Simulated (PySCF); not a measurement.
# EPR parameters of C7H6NO

Species: C7H6NO (doublet state).
Cartesian coordinates in Å at the GFN2-xTB level; atoms count from 1:
```
atom  x, y, z in Å
C1     2.2015    1.0114    0.4507
C2     2.1050   -0.0619   -0.0714
C3     2.0221   -1.3810   -0.7269
O4     2.9000   -2.1900   -0.4952
N5     0.9956   -1.4354   -1.5197
C6    -0.0848   -0.5541   -1.7139
C7    -0.8851   -0.3162   -0.5252
C8    -1.4978   -0.1784    0.4983
C9    -2.2540    0.0351    1.7091
H10    2.3031    1.9424    0.9277
H11    0.2464    0.4067   -2.1437
H12   -0.7144   -1.0379   -2.4756
H13   -1.7174    0.7175    2.3676
H14   -2.3954   -0.9148    2.2236
H15   -3.2292    0.4591    1.4727
```

The hyperfine couplings belong to this conformer and change with its torsions.

The species is `C#CC(=O)[N]CC#CC` [radical].

Computed, not measured: UKS B3LYP, pcH-1 on C H N O, non-relativistic, mean-field spin-orbit, GIAO in PySCF. Isolated species at its GFN2-xTB geometry (one conformer only). GFN2-xTB frequencies show an imaginary mode (21i cm⁻¹), so this geometry is no minimum at that level. A GFN2-xTB geometry isn't a minimum of the functional, and hyperfine couplings can be far from their values at a DFT geometry. The SCF solution wasn't tested for stability.

```
g1, g2, g3      : 2.00315, 2.00360, 2.01516
g_iso           : 2.00731
Form of g       : close to axial: the two nearest values differ by 4 % of g3 − g1
⟨S²⟩            : 0.7615 (exact 0.7500)
Total energy    : -400.13229 Eh
Basis functions : 285
```

Isotropic coupling and dipolar principal values T1 to T3, in MHz; ρ(0) is the spin density at the nucleus:

```json
{"atom": "C1", "isotope": "13C", "a_iso": "8.7", "T1": "-6.2", "T2": "0.5", "T3": "5.7", "Mulliken spin population": "-0.01", "ρ(0) (bohr⁻³)": "0.0078"}
{"atom": "C2", "isotope": "13C", "a_iso": "73.1", "T1": "-5.5", "T2": "-2.6", "T3": "8.1", "Mulliken spin population": "0.06", "ρ(0) (bohr⁻³)": "0.0650"}
{"atom": "C3", "isotope": "13C", "a_iso": "-22.7", "T1": "-18.1", "T2": "2.5", "T3": "15.5", "Mulliken spin population": "-0.09", "ρ(0) (bohr⁻³)": "-0.0202"}
{"atom": "O4", "isotope": "17O", "a_iso": "-10.7", "T1": "-67.0", "T2": "31.8", "T3": "35.2", "Mulliken spin population": "0.21", "ρ(0) (bohr⁻³)": "0.0177"}
{"atom": "N5", "isotope": "14N", "a_iso": "52.4", "T1": "-35.1", "T2": "-34.5", "T3": "69.6", "Mulliken spin population": "0.74", "ρ(0) (bohr⁻³)": "0.1622"}
{"atom": "C6", "isotope": "13C", "a_iso": "-16.6", "T1": "-5.0", "T2": "-2.6", "T3": "7.7", "Mulliken spin population": "-0.05", "ρ(0) (bohr⁻³)": "-0.0147"}
{"atom": "C7", "isotope": "13C", "a_iso": "5.6", "T1": "-1.6", "T2": "-1.1", "T3": "2.7", "Mulliken spin population": "0.01", "ρ(0) (bohr⁻³)": "0.0050"}
{"atom": "C8", "isotope": "13C", "a_iso": "0.6", "T1": "-2.9", "T2": "-0.7", "T3": "3.7", "Mulliken spin population": "0.02", "ρ(0) (bohr⁻³)": "0.0005"}
{"atom": "C9", "isotope": "13C", "a_iso": "-0.6", "T1": "-0.2", "T2": "0.0", "T3": "0.3", "Mulliken spin population": "0.00", "ρ(0) (bohr⁻³)": "-0.0005"}
{"atom": "H10", "isotope": "1H", "a_iso": "1.7", "T1": "-1.7", "T2": "-0.2", "T3": "1.9", "Mulliken spin population": "0.00", "ρ(0) (bohr⁻³)": "0.0004"}
{"atom": "H11", "isotope": "1H", "a_iso": "175.4", "T1": "-5.6", "T2": "-1.7", "T3": "7.3", "Mulliken spin population": "0.08", "ρ(0) (bohr⁻³)": "0.0392"}
{"atom": "H12", "isotope": "1H", "a_iso": "67.6", "T1": "-6.6", "T2": "-5.4", "T3": "12.0", "Mulliken spin population": "0.02", "ρ(0) (bohr⁻³)": "0.0151"}
{"atom": "H13", "isotope": "1H", "a_iso": "4.1", "T1": "-0.6", "T2": "-0.5", "T3": "1.1", "Mulliken spin population": "0.00", "ρ(0) (bohr⁻³)": "0.0009"}
{"atom": "H14", "isotope": "1H", "a_iso": "0.3", "T1": "-0.6", "T2": "-0.5", "T3": "1.1", "Mulliken spin population": "0.00", "ρ(0) (bohr⁻³)": "0.0001"}
{"atom": "H15", "isotope": "1H", "a_iso": "0.5", "T1": "-0.5", "T2": "-0.5", "T3": "1.0", "Mulliken spin population": "0.00", "ρ(0) (bohr⁻³)": "0.0001"}
```

The largest Mulliken spin populations are on N5 (+0.74), O4 (+0.21), C3 (-0.09) and H11 (+0.08). The positive populations add up to 1.14 and the negative ones to -0.14, together 2S = 1.

Under fast tumbling the dipolar parts average out, and these isotropic splittings remain: 2 × 1H (H11/H12, I = 1/2, 3 lines) with 4.32 mT, 1 × 14N (N5, I = 1, 3 lines) with 1.86 mT, 1 × 1H (H10, I = 1/2, 2 lines) with 0.06 mT and 3 × 1H (H13/H14/H15, I = 1/2, 4 lines) with 0.06 mT.

Class means assume fast exchange of nuclei equivalent by connectivity; if that motion is slow, each nucleus keeps its own coupling. The 1H value of +121.5 MHz is a mean of couplings from 67.6 to 175.4 MHz in this one geometry, not an average over conformers.

The 13C coupling of C2 (73.1 MHz) shows only in satellite lines or after enrichment, since that isotope makes up about 1.07 % of natural carbon.

The 17O coupling of O4 (-10.7 MHz) shows only in satellite lines or after enrichment, since that isotope makes up about 0.038 % of natural oxygen.

The run took 3.5 min (with the writing of density and orbital grids) on Intel Xeon at 2.50 GHz, one thread, shared host with 64 logical CPUs at a one-minute load of 62, and the process peaked at 0.98 GiB of memory.
